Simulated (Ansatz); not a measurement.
`[SiH3][O][InH][Cl]` + CH₄ → `[CH3][InH][O][SiH3]` + HCl  (formal exchange of groups at the In–Cl bond)

Isolated molecules relaxed with PBE0-D4/def2-TZVP in Ansatz; ΔE leaves out vibrations. CCSD(T)/CBS is the MP2 limit (def2-TZVPP, def2-QZVPP) plus CCSD(T) − MP2 in def2-TZVPP, frozen cores. This one scheme is used for every species. DFT in def2-TZVPP. Elements past krypton have def2 core potentials. For In outer-core shells are correlated without core-valence functions, which leaves a few kJ/mol of doubt a bond. Each species was taken in one conformer, which may not be the lowest.

`[SiH3][O][InH][Cl]`:

Z-matrix (Å, degrees):
```
Si
O 1 1.634
H 1 1.490 2 111.5
H 1 1.490 2 111.5 3 120.8
H 1 1.487 2 108.4 3 -119.6
In 2 1.965 1 135.9 3 -60.5
Cl 6 2.320 2 109.8 1 -0.1
H 6 1.687 2 124.0 1 179.8
```

CH₄:

```xyz
5

C     0.000    0.000    0.000
H    -0.063    0.256   -1.057
H    -0.890   -0.557    0.292
H     0.067    0.913    0.592
H     0.885   -0.611    0.174
```

`[CH3][InH][O][SiH3]`:

```xyz
11

C    -1.985   -0.188    0.369
In   -0.622   -1.099   -0.995
O     1.234   -0.386   -0.728
Si    1.964    0.719    0.203
H    -1.854    0.894    0.325
H    -1.744   -0.519    1.380
H    -3.020   -0.442    0.145
H    -0.603   -2.256   -2.247
H     3.147    1.295   -0.495
H     2.433    0.131    1.493
H     1.048    1.851    0.551
```

HCl:

Z-matrix (Å, degrees):
```
Cl
H 1 1.279
```

```
              species  ωB97X-V energy (Eh)
 `[SiH3][O][InH][Cl]`          -1017.45329
                  CH₄            -40.51649
`[CH3][InH][O][SiH3]`           -597.16694
                  HCl           -460.74877
```

(1) Work out ΔE.

Largest T1 diagnostic among the species: 0.014.

Answers

(1) ΔE = (-597.16694) + (-460.74877) − (-1017.45329) − (-40.51649) = 0.05407 Eh = +142.0 kJ/mol. CCSD(T)/CBS gives +137.9 kJ/mol.

From PBE to PBE0 (25 % exact exchange), in def2-TZVPP and without D4, ΔE moves by +4.7 kJ/mol. In def2-TZVPP, CCSD(T) changes the Hartree–Fock value by −31.5 kJ/mol (the triples alone add −2.0 kJ/mol) and MP2 by −30.8 kJ/mol.
